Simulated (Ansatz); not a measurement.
Two members of one family (Series GeH2X2), computed with Ansatz in the gas phase. The two geometries come from different levels. Binding counts from free atoms in the multiplicity of their measured ground term, without zero-point energy. A dash marks a value that wasn't run or was left out as unsound. The structures are stationary points that may keep the symmetry of their start. Remarks come from the PBE and PBE0 runs and from stability tests at other levels; not every state was tested. HOMO above LUMO (over both spins in singlets and doublets, within one spin in higher multiplets; at PBE or PBE0), or a gap under 0.15 eV within one spin, warns that the state may not be the lowest or that an electron is smeared out.

First: GeF2H2 (singlet, charge 0, r2SCAN-D4/def2-TZVP geometry).

```
atom    x (Å)    y (Å)    z (Å)
 Ge1   0.0373  -0.1016  -0.0367
  F2  -1.1587   0.9040  -0.7679
  F3   0.5365   0.7662   1.3696
  H4   1.2289  -0.1820  -0.9860
  H5  -0.6440  -1.3866   0.4211
```

```tsv
level	HOMO (eV)	LUMO (eV)	gap (eV)	vertical IE (eV)	binding per atom (eV)
PBE-D4/def2-TZVP	-8.45	-0.90	7.55	12.04	3.30
r2SCAN-D4/def2-TZVP	-8.88	-0.51	8.36	12.32	3.28
PBE0-D4/def2-TZVP	-10.05	-0.02	10.03	12.63	3.20
PBE0-D4/def2-TZVPD	-10.09	-0.34	9.75	–	3.21
ωB97X-V/def2-TZVP	-12.49	2.08	14.58	–	3.30
```

Second: Ge(CN)2H2 (singlet, charge 0, r2SCAN-D4/def2-SVP geometry).

```csv
atom,x (Å),y (Å),z (Å)
Ge1,-0.268,0.546,0.072
C2,-1.083,-1.173,0.289
N3,-1.613,-2.199,0.437
C4,1.554,0.219,-0.420
N5,2.666,0.050,-0.720
H6,-0.294,1.276,1.408
H7,-0.962,1.282,-1.066
```

Q: Estimate the same table for the second.

A: 
```json
{"level": "PBE-D4/def2-TZVP", "HOMO (eV)": "-8.83", "LUMO (eV)": "-2.30", "gap (eV)": "6.53", "vertical IE (eV)": "11.73", "binding per atom (eV)": "4.52"}
{"level": "r2SCAN-D4/def2-TZVP", "HOMO (eV)": "-9.13", "LUMO (eV)": "-2.14", "gap (eV)": "7.00", "vertical IE (eV)": "11.90", "binding per atom (eV)": "4.30"}
{"level": "PBE0-D4/def2-TZVP", "HOMO (eV)": "-10.16", "LUMO (eV)": "-1.34", "gap (eV)": "8.82", "vertical IE (eV)": "12.20", "binding per atom (eV)": "4.33"}
{"level": "PBE0-D4/def2-TZVPD", "HOMO (eV)": "-10.17", "LUMO (eV)": "-1.38", "gap (eV)": "8.79", "vertical IE (eV)": "–", "binding per atom (eV)": "4.33"}
{"level": "ωB97X-V/def2-TZVP", "HOMO (eV)": "-12.57", "LUMO (eV)": "0.89", "gap (eV)": "13.46", "vertical IE (eV)": "–", "binding per atom (eV)": "4.36"}
```

Remarks: gap within one spin near zero at PBE or PBE0 (+1 doublet).
